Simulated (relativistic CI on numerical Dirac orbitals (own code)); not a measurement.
# Calculated levels, Pr58+

Computed by Dirac equation for one electron, model QED (radiative potential, 1s self-energy scaled to tabulated hydrogen-like ionisation energies) (own radial code, finite nucleus).

CI space: 1s, 2s, 2p, 3s, 3p, 3d, 4s, 4p, 4d, 4f, 5s, 5p, 5d, 5f, 5g, 6s, 6p, 6d. Levels of other configurations are missing.

The lowest level is 1s ²S1/2, with 100 % of that term; Hund's rules for 1s give ²S with J = 1/2, in agreement.

```
No.  Configuration  Term    J   E (eV)    %  Landé g  Lifetime (s)
  1             1s    ²S  1/2      0.0  100    1.873              
  2             2p   ²P°  1/2  37121.0  100    0.633      1.29e-16
  3             2s    ²S  1/2  37131.0  100    1.969              
  4             2p   ²P°  3/2  37743.1  100    1.309      1.38e-16
  5             3p   ²P°  1/2  44192.1  100    0.651      4.41e-16
  6             3s    ²S  1/2  44195.1  100    1.988      9.08e-15
  7             3d    ²D  3/2  44376.7  100    0.788      1.16e-15
  8             3p   ²P°  3/2  44377.1  100    1.323      4.46e-16
  9             3d    ²D  5/2  44432.8  100    1.190      1.25e-15
 10             4p   ²P°  1/2  46640.9  100    0.658      1.05e-15
 11             4s    ²S  1/2  46642.1  100    1.994      1.34e-14
 12             4d    ²D  3/2  46718.4  100    0.793      2.67e-15
 13             4p   ²P°  3/2  46718.6  100    1.328      1.04e-15
 14             4f   ²F°  5/2  46742.1  100    0.851      5.77e-15
 15             4d    ²D  5/2  46742.2  100    1.194      2.88e-15
 16             4f   ²F°  7/2  46753.8  100    1.137      5.90e-15
 17             5p   ²P°  1/2  47763.3  100    0.661      2.05e-15
 18             5s    ²S  1/2  47763.9  100    1.997      2.12e-14
 19             5d    ²D  3/2  47802.8  100    0.796      5.10e-15
 20             5p   ²P°  3/2  47802.9  100    1.330      2.00e-15
 21             5f   ²F°  5/2  47815.0  100    0.853      1.11e-14
 22             5d    ²D  5/2  47815.0  100    1.197      5.51e-15
 23             5g    ²G  7/2  47820.9  100    0.885      1.90e-14
 24             5f   ²F°  7/2  47820.9  100    1.139      1.13e-14
 25             5g    ²G  9/2  47824.5  100    1.108      1.92e-14
 26             6p   ²P°  1/2  48368.5  100    0.662      3.54e-15
 27             6s    ²S  1/2  48368.9  100    1.999      3.27e-14
 28             6d    ²D  3/2  48391.3  100    0.797      8.69e-15
 29             6p   ²P°  3/2  48391.3  100    1.331      3.43e-15
 30             6d    ²D  5/2  48398.3  100    1.198      9.41e-15
```

Energies count from the lowest computed level; ° marks odd parity; lifetimes are radiative, by E1, M1, E2, M2 decay to levels of this space only; some are left blank where a channel outside the calculation adds to the decay or the decay crosses a small, uncertain gap.
